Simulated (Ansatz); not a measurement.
`[F][Ti]([F])([F])[I]` + H₂Se → `[F][Ti]([F])([F])[SeH]` + HI at 500 K and 1 bar (ligand exchange at a Ti–I bond).

Computed with Ansatz on PBE0-D4/def2-TZVP structures; ΔE is electronic, products minus reactants. CCSD(T)/CBS adds triple-zeta CCSD(T) − MP2 to the extrapolated MP2 energy (def2 sets, frozen cores). def2 core potentials past Kr. For I, Se, Ti outer-core shells are correlated without core-valence functions, which leaves a few kJ/mol of doubt a bond. Scalar relativity is left out up to krypton. Each species was taken in one conformer, which may not be the lowest.

| species | CCSD(T)/CBS energy (Eh) | H − E (kJ/mol) | S (J/(mol·K)) |
| --- | --- | --- | --- |
| `[F][Ti]([F])([F])[I]` | -1446.00030 | 59.7 | 398.2 |
| H₂Se | -2401.89790 | 53.1 | 237.8 |
| `[F][Ti]([F])([F])[SeH]` | -3549.84726 | 83.1 | 427.6 |
| HI | -298.03592 | 28.6 | 221.6 |

H − E and S are ideal-gas, rigid-rotor, harmonic terms from PBE0-D4/def2-TZVP, for one conformer and one mirror image of each species. 1 Eh = 2625.50 kJ/mol, R = 8.31446 J/(mol·K).

Problem. By hand: ΔE, ΔH, ΔS and ΔG.

Solution. ΔE = (-3549.84726) + (-298.03592) − (-1446.00030) − (-2401.89790) = 0.01502 Eh = 39.4 kJ/mol. Δ(H − E) = 83.1 + 28.6 − 59.7 − 53.1 = -1.1, so ΔH = 38.3 kJ/mol. ΔS = 427.6 + 221.6 − 398.2 − 237.8 = 13.2 J/(mol·K). ΔG = 38.3 − 500 × (13.2)/1000 = 31.7 kJ/mol.

Problem. By hand: the equilibrium constant, and the temperature at which ΔG would vanish if ΔH and ΔS stayed fixed.

Solution. log₁₀ K = −ΔG/(RT ln 10) = -3.3. ΔG = 0 at ΔH/ΔS = 2902 K, far beyond where these terms or the molecules hold.

The number of gas molecules stays the same, so ΔS is small and ΔH decides. A doubt of 5 kJ/mol in ΔE shifts log₁₀ K by 0.5 here. Other conformers and mirror images would add mixing entropy, several J/(mol·K) or more a flexible species. These are equilibria of isolated gas molecules and say nothing of rates. Largest T1 diagnostic: 0.023 (customary marks: 0.02 for closed shells, 0.045 for open ones).
